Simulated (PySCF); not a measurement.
## How methods differ on the ionisation energy of Zn+

Zn+ [Ar] 3d10 4s1 (2S) → Zn(2+) [Ar] 3d10 (1S), as a difference of total energies. Computed with PySCF 2.14 in x2c-SVPall (5s3p3d1f, 36 functions), with the spin-free X2C one-electron Hamiltonian (Gaussian nucleus). Correlated levels: valence: [Ar] frozen. The calculations carry no spin-orbit coupling.

```tsv
method	ionisation energy (eV)	error (eV)
UHF	16.838	-1.126
M06-L	17.943	-0.021
PBE	18.595	+0.631
MP2 (valence)	17.287	-0.677
SCS-MP2 (valence)	17.225	-0.739
CCSD (valence)	17.235	-0.729
CCSD(T) (valence)	17.272	-0.692
```

Reference: 17.964 eV (measured; NIST Atomic Spectra Database, ionization energies).

Errors of the correlated levels include the incompleteness of this basis and the frozen core.
